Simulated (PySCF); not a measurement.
**How methods differ on the ionisation energy of V(2+)**

V(2+) [Ar] 3d3 (4F) → V(3+) [Ar] 3d2 (3F), as a difference of total energies. All numbers are calculated (PySCF 2.14, the non-relativistic Hamiltonian (point nucleus), in aug-cc-pVDZ). Correlated levels: valence: [Ar] frozen. The calculations carry no spin-orbit coupling.

```
           method  ionisation energy (eV)
              UHF                  28.663
             BP86                  30.347
             TPSS                  30.020
    MP2 (valence)                  28.949
SCS-MP2 (valence)                  28.758
```

Q: How much does correlation contribute at MP2 (valence)?

A: 28.949 − (28.663) = 0.286 eV, measured against UHF.

These non-relativistic numbers lack the scalar-relativistic shift.

The reference lies between the lowest fine-structure levels, while these numbers refer to the centres of the terms.

Errors of the correlated levels include the incompleteness of this basis and the frozen core.

For comparison: 29.311 eV (measured; NIST Atomic Spectra Database, ionization energies).
